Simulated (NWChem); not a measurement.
All runs are NWChem calculations. System: BI$_{2}$, charge 0, spin multiplicity 4, at the geometry of a parent with another charge or spin, in a state set for the comparison that need not be this species' ground state. Its SCF solution wasn't tested for a lower state. Level: UB3LYP/def2-SVP with def2 effective core potentials on I, VWN1-RPA local correlation.

Job file:

```
start mol
memory heap 200 mb stack 900 mb global 1100 mb
geometry units angstroms nocenter noautoz
  I      1.905929     0.000000     0.041152
  B      0.000000     0.000000    -0.872429
  I     -1.905929     0.000000     0.041152
  symmetry group C2v
end
basis spherical
  * library def2-svp
end
ecp
  I library def2-ecp
end
dft
  xc b3lyp
  odft
  mult 4
  semidirect memsize 60000000 filesize 0
  iterations 100
end
task dft energy
```

Part of the output:

```
             Northwest Computational Chemistry Package (NWChem) 7.3.0
             --------------------------------------------------------

                                NWChem Input Module
                                -------------------

 Scaling coordinates for geometry "geometry" by  1.889725989
 (inverse scale =  0.529177249)

 Turning off AUTOSYM since
 SYMMETRY directive was detected!

                             Geometry "geometry" -> ""
                             -------------------------

 Output coordinates in angstroms (scale by  1.889725989 to convert to a.u.)

  No.       Tag          Charge          X              Y              Z
 ---- ---------------- ---------- -------------- -------------- --------------
    1 I                   53.0000     1.90592900     0.00000000     0.04115200
    2 B                    5.0000     0.00000000     0.00000000    -0.87242900
    3 I                   53.0000    -1.90592900     0.00000000     0.04115200

 Effective nuclear repulsion energy (a.u.)     522.6530480555

            Nuclear Dipole moment (a.u.)
            ----------------------------
        X                 Y               Z
 ---------------- ---------------- ----------------
     0.0000000000     0.0000000000    -0.0000623610

      Symmetry information
      --------------------

 Group name             C2v
 Group number             16
 Group order               4
 No. of unique centers     2

      Symmetry unique atoms

     1    2


 Summary of "ao basis" -> "" (spherical)
 ------------------------------------------------------------------------------
       Tag                 Description            Shells   Functions and Types
 ---------------- ------------------------------  ------  ---------------------
 *                          def2-svp                  on all atoms

                                 NWChem DFT Module
                                 -----------------

 Summary of "ao basis" -> "ao basis" (spherical)
 ------------------------------------------------------------------------------
       Tag                 Description            Shells   Functions and Types
[...]
     3     -0.214146  1 I  s                 43     -0.214146  3 I  s

 Vector   29  Occ=0.000000D+00  E=-9.087018D-03  Symmetry=b2
              MO Center= -3.7D-14, -5.3D-16, -6.8D-01, r^2= 3.3D+00
   Bfn.  Coefficient  Atom+Function         Bfn.  Coefficient  Atom+Function
  ----- ------------  ---------------      ----- ------------  ---------------
    34      0.684926  2 B  py                31     -0.480147  2 B  py
    15     -0.296396  1 I  py                55     -0.296396  3 I  py
    12     -0.153912  1 I  py                52     -0.153912  3 I  py
    22     -0.117934  1 I  d -2              62      0.117934  3 I  d -2
    17      0.075555  1 I  d -2              57     -0.075555  3 I  d -2

   alpha - beta orbital overlaps
   -----------------------------

   alpha      1      2      3      4      5      6      7      8      9     10
    beta      2      1      3      4      5      6      7      8      9     11
 overlap   1.000  1.000  1.000  0.945  0.945  0.945  0.945  1.000  1.000  0.736

   alpha     11     12     13     14     15     16     17     18     19     20
    beta     10     12     13     14     15     16     17     18     19     20
 overlap   0.722  0.729  0.743  0.967  0.966  0.967  0.966  0.993  0.993  1.000

   alpha     21     22     23     24     25     26     27     28     29     30
    beta     21     22     23     25     24     27     26     28     29     30
 overlap   1.000  0.990  1.000  0.992  0.991  1.000  1.000  0.967  0.982  0.988

   alpha     31     32     33     34     35     36     37     38     39     40
    beta     31     32     33     34     36     35     37     39     38     40
 overlap   0.998  0.996  0.999  0.998  0.855  0.984  0.847  0.880  0.996  0.994

   alpha     41     42     43     44     45     46     47     48     49     50
    beta     41     42     44     43     45     46     47     48     49     50
 overlap   0.856  0.960  0.900  0.980  0.994  0.977  0.995  0.997  0.994  0.998

   alpha     51     52     53     54     55     56     57     58     59     60
    beta     51     52     53     54     55     56     57     58     59     60
 overlap   1.000  0.997  0.999  0.999  0.995  1.000  0.999  0.997  1.000  1.000

   alpha     61     62     63     64     65     66
    beta     61     62     63     64     65     66
 overlap   1.000  1.000  1.000  1.000  1.000  1.000

     --------------------------
     Expectation value of S2:
     --------------------------
      <S2> =      3.7547 (Exact =     3.7500)

 center of mass
 --------------
 x =   0.00000000 y =   0.00000000 z =   0.00599130

 moments of inertia (a.u.)
 ------------------
          31.449251601262           0.000000000000           0.000000000000
           0.000000000000        3323.784825609638           0.000000000000
           0.000000000000           0.000000000000        3292.335574008376

     Multipole analysis of the density
     ---------------------------------

     L   x y z        total         alpha         beta         nuclear
     -   - - -        -----         -----         ----         -------
     0   0 0 0     -0.000000    -29.000000    -26.000000     55.000000

     1   1 0 0     -0.000000     -0.000000      0.000000      0.000000
     1   0 1 0     -0.000000     -0.000000     -0.000000      0.000000
     1   0 0 1      0.627350      4.210832      0.771477     -4.354959

     2   2 0 0    -37.993111   -355.945898   -330.653438    648.606225
     2   1 1 0      0.000000      0.000000      0.000000      0.000000
     2   1 0 1     -0.000000     -0.000000      0.000000      0.000000
     2   0 2 0    -45.933208    -25.975845    -19.957364      0.000000
     2   0 1 1      0.000000      0.000000      0.000000      0.000000
     2   0 0 2    -44.958809    -36.907809    -21.943641     13.892641

 Task  times  cpu:        1.5s     wall:        1.5s

 Total times  cpu:        1.5s     wall:        1.5s
```
